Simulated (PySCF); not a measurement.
## Working out the ionisation energy of Mn²⁺

Mn²⁺ [Ar] 3d5 (6S) → Mn³⁺ [Ar] 3d4 (5D). Calculation: PySCF 2.14, in def2-TZVP (6s4p4d1f, 45 functions); the non-relativistic Hamiltonian (point nucleus). Frozen: [Ar]. Energies in hartree (1 hartree = 27.21139 eV):

```tsv
part	Mn²⁺ (lower)	Mn³⁺ (upper)
UHF	-1149.086998	-1147.887828
MP2 opposite-spin	0.000000	0.000000
MP2 same-spin	-0.054452	-0.028569
```

Task: What does Hartree-Fock give?

Result: (-1147.887828) − (-1149.086998) = 1.199170 hartree = 32.631 eV.

Task: What do MP2 and SCS-MP2 (6/5 opposite-spin, 1/3 same-spin) give?

Result: The opposite-spin parts differ by 0.000 eV and the same-spin parts by 0.704 eV. MP2: 32.631 + (0.000) + (0.704) = 33.335 eV. SCS-MP2: 32.631 + 1.2 × (0.000) + (0.704)/3 = 32.866 eV.

Reference: 33.668 ± 0.012 eV (measured; NIST Atomic Spectra Database, ionization energies), between the lowest levels; spin-orbit coupling is absent from the calculation.

The calculation is non-relativistic.

What remains against the reference includes basis incompleteness, the frozen core and correlation beyond second order.
